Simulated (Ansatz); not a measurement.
```yaml
crystal:
  periodic: [false, false, false]
  atoms:
    - {symbol: F, position_ang: [-0.150104, -1.266245, 2.277671]}
    - {symbol: Al, position_ang: [0.568415, -0.914732, 0.857666]}
    - {symbol: Cl, position_ang: [2.333642, -1.767805, 0.220019]}
    - {symbol: F, position_ang: [-0.667391, -0.848049, -0.453194]}
    - {symbol: Al, position_ang: [-0.689536, 0.931024, -0.743746]}
    - {symbol: F, position_ang: [-2.080514, 1.566141, -0.179782]}
    - {symbol: Cl, position_ang: [0.151773, 1.433642, -2.557563]}
    - {symbol: F, position_ang: [0.533725, 0.866034, 0.578908]}
basis:
  gaussian: {orbitals: cc-pVTZ}
total_charge: -1
magnetization: {spin_polarized: true, initial_magnetization: 1}
hamiltonian: {xc: {name: RPBE}}
output: {forces: true}
```

```sh
$ ansatz run in.yaml --threads 4 --pin off --events-out ev --progress --plain --max-ram 11315MiB
```

Output, abridged:

```
Functional definition: RPBE
  name "RPBE"
  cite "Hammer, Hansen & Nørskov, Phys. Rev. B 59, 7413 (1999) doi:10.1103/PhysRevB.59.7413"
  cite "Perdew, Burke & Ernzerhof, Phys. Rev. Lett. 77, 3865 (1996) doi:10.1103/PhysRevLett.77.3865"
  parameter kappa = 0.804
  parameter beta = 0.06672455060314922
  exchange = rpbe_x(kappa = kappa, mu = beta*pi^2/3)
  correlation = pbe_c(beta = beta)
1676 factors; their error is unknown
mean field evaluation 1: about -49117.5453 eV, gradient 2.8e1 eV
mean field evaluation 2: about -49110.2284 eV, gradient 5.9e1 eV
mean field evaluation 4: about -49119.9505 eV, gradient 1.8e0 eV
mean field evaluation 8: about -49119.9635 eV, gradient 7.5e-2 eV
mean field evaluation 16: about -49119.8977 eV, gradient 2.2e-4 eV
mean field -49119.89766916 eV, -1805.1229446792 hartree, gradient 4.0e-5 eV, S^2 0.751663; 1 other end points of the search recorded, 0 dependent functions left out
the calculation of the forces begins
reference -49119.89772415 eV, -1805.1229467000 hartree; 49, 48 occupied and 207, 208 virtual orbitals, 1676 factors
Total energy: -49119.89772415 eV, -1805.1229467000 hartree
Atom 0 at    -0.150104    -1.266245     2.277671 Å, force    -0.946258    -0.550760     2.015854 eV/Å
Atom 1 at     0.568415    -0.914732     0.857666 Å, force     0.090818    -0.078620     0.025184 eV/Å
Atom 2 at     2.333642    -1.767805     0.220019 Å, force     1.856344    -0.914514    -0.641694 eV/Å
Atom 3 at    -0.667391    -0.848049    -0.453194 Å, force    -0.779326    -1.200466    -0.771433 eV/Å
Atom 4 at    -0.689536     0.931024    -0.743746 Å, force    -0.009077     0.067834    -0.101953 eV/Å
Atom 5 at    -2.080514     1.566141    -0.179782 Å, force    -1.963560     0.941903     0.720750 eV/Å
Atom 6 at     0.151773     1.433642    -2.557563 Å, force     0.858622     0.549440    -1.911770 eV/Å
Atom 7 at     0.533725     0.866034     0.578908 Å, force     0.892438     1.185185     0.665063 eV/Å
Dipole moment:     0.161644    -0.021747    -0.152056 e Å
```

Hardware: 4 threads of an Arm Neoverse V2 on a shared host. Wall time 11 s, peak host memory 0.58 GiB.
